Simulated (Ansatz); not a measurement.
`[SiH3]B(S)SS` at its PBE0-D4/def2-TZVP geometry, where that method's forces vanish. Charge 0, multiplicity 1.

```xyz
10

Si    0.9601    0.3670   -0.6375
B    -0.6247    0.4042    0.5999
S    -1.4330    1.9324    1.0729
S    -1.3421   -1.0771    1.3173
S    -0.1402   -2.6031    0.6184
H     0.6800   -0.4386   -1.8564
H     2.1680   -0.1791    0.0353
H     1.2590    1.7647   -1.0672
H    -0.6411    2.7587    0.3703
H    -0.8858   -2.9291   -0.4531
```

(1) What forces (eV/Å) does r2SCAN-D4/def2-TZVPP give on these atoms in Ansatz? (Best estimate.)

Answers

(1) The calculation gave: 
```
Si1  0.010  0.029 -0.011
B2   0.092 -0.007 -0.073
S3  -0.073  0.103  0.048
S4  -0.123  0.064  0.088
S5   0.100 -0.177 -0.024
H6   0.016  0.010  0.018
H7  -0.015  0.006 -0.022
H8  -0.001 -0.028  0.005
H9   0.005  0.014 -0.005
H10 -0.010 -0.014 -0.023
```
